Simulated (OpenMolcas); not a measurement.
## Mo4+: effect of correlating more closed shells

```
Program             : OpenMolcas 26.06
Basis               : ANO-RCC-VTZP [7s6p4d2f1g]
Scalar Hamiltonian  : DKH2, point nucleus
Active space        : 2 electrons in 5 orbitals (4d)
State averaging     : 2S+1 = 3 even, 10 roots; 2S+1 = 1 even, 15 roots
Spin-orbit coupling : state interaction with AMFI integrals over the reference wave functions, term energies averaged over their components
```

Methods on the same reference wave functions:
A. CASSCF
B. SS-CASPT2, IPEA 0.25 Eh, imaginary shift 0.1 Eh (closed shells correlated: none)
C. SS-CASPT2, IPEA 0.25 Eh, imaginary shift 0.1 Eh (closed shells correlated: 4s 4p)
D. SS-CASPT2, IPEA 0.25 Eh, imaginary shift 0.1 Eh (closed shells correlated: 3d 4s 4p)

Energies in cm-1 above 4d2 3F2, the measured ground level; measured values from Sugar and Musgrove, J. Phys. Chem. Ref. Data 17, 155 (1988).

```tsv
Level	A	B	C	D	Measured
4d2 3F2	0.0	0.0	0.0	0.0	0.0
4d2 3F3	1486	1517	1527	1527	1578
4d2 3F4	3226	3250	3260	3260	3357
4d2 1D2	12752	10630	10070	10020	10190
4d2 3P0	13828	12330	11770	11710	11161
4d2 3P1	14426	12970	12400	12340	11807
4d2 3P2	15960	14370	13800	13740	13408
4d2 1G4	19289	18220	16960	16890	16354
4d2 1S0	45317	36880	38080	37930	37738
```

Deviations, from unrounded energies. A percentage is the sum of absolute deviations over the sum of measured energies, with the sign that they share, or ± where signs differ.

```
                        Against measurement  Levels      A     B     C     D
             mean absolute deviation (cm-1)       8   2600   830   350   310
      fine structure of the ground term (%)       2   -4.5  -3.3  -3.0  -3.0
other terms of the ground configuration (%)       6  +20.8  ±6.4  ±2.6  ±2.3
```

D lies closest to measurement on these levels and A furthest from it. The largest miss of D in the table is 4d2 3P0, by +550 cm-1. The ranking rests on the paired levels alone, and a cruder setting can come out closer through cancelling errors.

Among B to D the level of the table that moves most is 4d2 1G4, by 1300 cm-1 (lowest in D, highest in B). Moves below CASPT2's spread within the term are not significant.

The mean deviations of B to D differ by less than CASPT2's widest spread within a term (610 cm-1), so their order carries little weight.

From A to B the spin-free energies of the other terms of 4d2 shown, above 3F, scale by factors of 0.79 to 0.94, as is usual when dynamic correlation screens the repulsion within a d or f shell.

The lowest spin-free term lies below A's lowest term by 0.005 hartree in B, 0.265 hartree in C, 0.318 hartree in D.

What an inner shell adds also hangs on whether the basis holds functions to correlate it.

Term energies are means over components that CASPT2 splits; among the terms shown or strongly mixed into the levels shown the widest spread is 610 cm-1 (4d2 1G, D). Without dynamic correlation excited terms often stand tens of per cent too high (terms of higher spin than the ground term too low), and those without a measured partner can miss by more than the paired ones (holds for A). Measured partners are found by configuration, term and J. A level has none where our copy of the source lacks it or the pairing is in doubt (some pairs that miss far off the trend of their configuration count as doubtful), and it then counts in no deviation. Levels of configurations outside the active space are missing.
